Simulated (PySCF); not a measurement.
**Computed data sheet: `C([CH]/C(C)=C(\C)CF)#N` [radical]**

Species: C7H9FN (doublet state).
Cartesian coordinates in Å at the GFN2-xTB level; atoms count from 1:
```
atom  x, y, z in Å
C1    -1.5288   -0.9859    0.0999
C2    -0.5488    0.1549    0.0596
C3    -1.0431    1.4530    0.1947
C4    -2.3866    1.7440    0.3462
N5    -3.5030    2.0138    0.4690
C6     0.8004   -0.1053   -0.0998
C7     1.8535    0.9439   -0.1989
C8     1.2536   -1.5316   -0.1711
F9     2.6160   -1.6489   -0.2396
H10   -1.4552   -1.5908   -0.8028
H11   -1.3344   -1.6344    0.9537
H12   -2.5451   -0.6096    0.1811
H13   -0.3848    2.3085    0.1949
H14    2.7035    0.5702   -0.7653
H15    1.4821    1.8450   -0.6790
H16    2.2194    1.2112    0.7957
H17    0.8546   -2.0324   -1.0651
H18    0.9380   -2.0993    0.7151
```

GFN2-xTB geometry:

- Rotational constants A, B, C of the GFN2-xTB geometry: 4.189, 0.780, 0.666 GHz

UKS B3LYP, pcH-1 on C F H N, non-relativistic, mean-field spin-orbit, GIAO (PySCF):

- Isotropic g value: 2.00283
- Principal g values: 2.00216, 2.00313, 2.00319
- Spin squared ⟨S²⟩: 0.778
- Largest Mulliken spin population: 0.56 on C6
- Largest isotropic hyperfine couplings (means over sets of like nuclei): 1H +66.7 (H17/H18), 13C +51.7 (C6), 13C +46.4 (C3), 13C -42.0 (C2), 13C -39.4 (C4) MHz

Monoisotopic mass (most abundant isotopes): 126.0719 u.

At 9.50 GHz, hν = g·μB·B₀ (B₀ the magnetic field) puts the centre of the isotropic spectrum, to first order, at 338.9 mT. The rotational constants make it an asymmetric top with κ = (2B − A − C)/(A − C) = -0.94, nearer the prolate limit (−1). g_iso is shifted by about +510 ppm from the free-electron value 2.002319; the principal values span 0.0010. With B = h/(8π²I), that is 505.379 GHz u Å² over I, the principal moments of inertia are 120.6, 648.0 and 758.8 u Å² (most abundant isotopes); the inertial defect Ic − Ia − Ib is -9.8 u Å² (zero for a rigid planar frame, negative otherwise). ⟨S²⟩ is 0.028 above the pure-spin value S(S + 1) = 0.75.

The structure is a single GFN2-xTB conformer in the gas phase; no vibrational or solvent corrections. GFN2-xTB frequencies show an imaginary mode (62i cm⁻¹), so this geometry is no minimum at that level. Hyperfine couplings depend on the geometry, which wasn't re-optimised at a DFT level. The unpaired spin is shared among atoms: the largest Mulliken spin population is 0.56. Couplings of like nuclei are plain means over topologically equivalent atoms, as if these changed places fast (by rotation of a methyl-like group, say); in this geometry the members of some sets differ.
